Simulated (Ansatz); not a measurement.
`O[SiH]1[CH2][AlH]1`, charge 0, multiplicity 1.

Task: Give a relaxed structure at PBE0-D4/def2-TZVP (the Gaussian-basis code of Ansatz). (Estimate.)

Result: Computed: 
```xyz
9

O    -0.406    1.077    1.848
Si    0.445    0.481    0.562
C    -0.510    0.133   -1.011
Al    0.434   -1.546   -0.591
H    -0.047    0.911    2.722
H     1.633    1.336    0.268
H    -0.577    0.829   -1.845
H    -1.527   -0.217   -0.754
H     0.555   -3.005   -1.199
```
This is one stationary point; other conformers may exist.
